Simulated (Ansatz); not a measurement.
Reaction (atomization): `Cl[Si]Br` → Br• + Cl• + Si•

Isolated molecules relaxed with PBE0-D4/def2-TZVP in Ansatz; ΔE leaves out vibrations. CCSD(T)/CBS adds triple-zeta CCSD(T) − MP2 to the extrapolated MP2 energy (def2 sets, frozen cores). This one scheme is used for every species, atoms too. Functionals use def2-TZVPP. B3LYP here is the variant with VWN-RPA as its local correlation; programs differ in this. HSE06 is defined as in plane-wave codes. Open shells (•) are unrestricted, without spin–orbit coupling. Spin–orbit coupling would lower the free atoms: a little for Cl, Si; clearly for Br. For Br outer-core shells are correlated without core-valence functions, so the limit isn't a true one: a few kJ/mol of doubt a bond, and 10 to 20 or more in all where bonds break to atoms. Scalar relativity is left out up to krypton.

`Cl[Si]Br`:

Z-matrix (Å, degrees):
```
Si
Cl 1 2.076
Br 1 2.251 2 101.6
```

```
             level  ΔE (eV)  difference from CCSD(T)/CBS
       LDA (SPW92)     9.88                         1.41
            PBE-D4     8.71                         0.24
         revPBE-D4     8.44                        -0.03
           BLYP-D4     8.35                        -0.12
         r2SCAN-D4     8.50                         0.03
            B97M-V     8.57                         0.10
           PBE0-D4     8.44                        -0.03
          B3LYP-D4     8.27                        -0.20
        r2SCANh-D4     8.39                        -0.08
        r2SCAN0-D4     8.24                        -0.23
          HSE06-D4     8.45                        -0.02
          BHLYP-D4     7.94                        -0.53
      CAM-B3LYP-D4     8.17                        -0.30
           ωB97X-V     8.40                        -0.07
            B2PLYP     8.18                        -0.29
          PBE-QIDH     8.34                        -0.13
               PBE     8.61                         0.14
            revPBE     8.19                        -0.28
              BLYP     8.13                        -0.34
            r2SCAN     8.48                         0.01
              PBE0     8.35                        -0.12
           r2SCAN0     8.22                        -0.25
             HSE06     8.37                        -0.10
             BHLYP     7.78                        -0.69
         CAM-B3LYP     8.07                        -0.40
           LC-ωPBE     8.00                        -0.47
       HF/def2-SVP     5.53                        -2.94
      MP2/def2-SVP     7.67                        -0.80
  CCSD(T)/def2-SVP     7.38                        -1.09
     HF/def2-TZVPP     5.73                        -2.74
    MP2/def2-TZVPP     8.41                        -0.06
SCS-MP2/def2-TZVPP     8.13                        -0.34
   CCSD/def2-TZVPP     7.73                        -0.74
     HF/def2-QZVPP     5.75                        -2.72
    MP2/def2-QZVPP     8.68                         0.21
SCS-MP2/def2-QZVPP     8.41                        -0.06
   CCSD/def2-QZVPP     7.97                        -0.50
CCSD(T)/def2-QZVPP     8.28                        -0.19
      HF/CBS(def2)     5.75                        -2.72
     MP2/CBS(def2)     8.87                         0.40
       CCSD(T)/CBS     8.47                            0
```

Largest T1 diagnostic among the species: 0.012.

From r2SCAN to r2SCAN0 (25 % exact exchange), in def2-TZVPP and without D4, ΔE moves by −0.26 eV: exact exchange takes away binding that semilocal exchange gives to molecules. In def2-TZVPP, CCSD(T) changes the Hartree–Fock value by +2.27 eV (the triples alone add +0.27 eV) and MP2 by +2.68 eV; breaking electron pairs costs correlation energy, which Hartree–Fock lacks. Leaving LDA and LC-ωPBE aside and taking each functional with its dispersion term where it has one, the values spread over 0.77 eV, from BHLYP-D4 to PBE-D4. LDA lies +1.27 eV from PBE without D4, its usual overbinding.

For atomizations the MP2-based limit and the directly extrapolated one differ by several kJ/mol either way, and by 10 to 25 for some Ge, Se and Sn compounds, so smaller differences from it don't rank the levels.
